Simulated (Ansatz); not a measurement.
Ansatz results at the PBE0-D4/def2-TZVP geometry: size of the dipole moment (ωB97M-V/def2-TZVPP) 2.30 D; HOMO–LUMO gap (PBE/def2-TZVPP) 2.81 eV; HOMO energy (PBE0/def2-TZVPP) -6.26 eV.

Task: Which molecule gave them?
A. `[CH3][SnH]1[CH2][O]1`
B. `C[CH2][Sn][OH]`
C. `C1[CH2][SnH2][O]1`
D. `C[O][Sn][CH3]`

Result: A. The others give `C1[CH2][SnH2][O]1`: 2.57, 3.83, -7.09; `C[CH2][Sn][OH]`: 2.05, 2.46, -6.25; `C[O][Sn][CH3]`: 1.43, 2.62, -6.43.
